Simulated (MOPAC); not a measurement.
System: C2H2N, charge -1, multiplicity 1. SMILES: [C-]#[N+][CH2-]

Atoms: C1, N2, C3, H4, H5. Bonds: C1-N2, C1-H4, C1-H5, N2-C3.

Bond lengths (Å) and angles (degrees) optimised at AM1 with MOPAC; PM6 with MOPAC; PM7 with MOPAC; MNDO with MOPAC, each started from the B3LYP-D3(BJ)/def2-TZVP structure (Ansatz) of the last column. A row stands for all coordinates that are equal there. No wavenumbers were computed at MNDO, so these may be saddle points.

```
coordinate    AM1    PM6    PM7   MNDO  B3LYP-D3(BJ)/def2-TZVP
----------  -----  -----  -----  -----  ----------------------
C1-N2       1.328  1.354  1.345  1.350                   1.392
C1-H4       1.087  1.055  1.054  1.082                   1.094
N2-C3       1.184  1.153  1.162  1.189                   1.176
C1-N2-C3    180.0  180.0  180.0  180.0                   175.2
N2-C1-H4    119.6  121.0  121.1  120.0                   110.2
H4-C1-H5    120.8  118.1  117.9  120.1                   110.4
```

Mean signed difference of all 4 bond lengths from B3LYP-D3(BJ)/def2-TZVP: AM1 -0.018 Å, PM6 -0.035 Å, PM7 -0.035 Å, MNDO -0.013 Å.
